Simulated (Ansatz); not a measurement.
Reaction R1 → 2 P1, each structure at its B3LYP-D3(BJ)/def2-TZVP stationary point, reached from a drawn start (curvature not checked).
P1: O atom, charge 0, multiplicity 3.
R1: O2 (SMILES O=O), charge 0, multiplicity 3.

P less R. No zero-point or thermal terms; open shells are unrestricted; no spin–orbit coupling.

Correlated levels freeze the cores.

The values were computed with Ansatz (Gaussian orbitals). No computed number here is a measurement.

PBE/def2-TZVPP gives 601.9 kJ/mol for the reaction energy.

**Question.** Where do these levels fall relative to PBE: r2SCAN/def2-TZVPP, PBE0/def2-TZVPP, wB97M-V/def2-TZVPP, B2PLYP/def2-TZVPP, MP2/cc-pVQZ, CCSD(T)/cc-pVQZ.

**Answer.** r2SCAN/def2-TZVPP -58.7; PBE0/def2-TZVPP -81.6; wB97M-V/def2-TZVPP -86.7; B2PLYP/def2-TZVPP -90.3; MP2/cc-pVQZ -62.7; CCSD(T)/cc-pVQZ -111.7 kJ/mol. 0 of 6 lie above PBE; the widest gap is to CCSD(T)/cc-pVQZ.

Ansatz is an electronic-structure program.
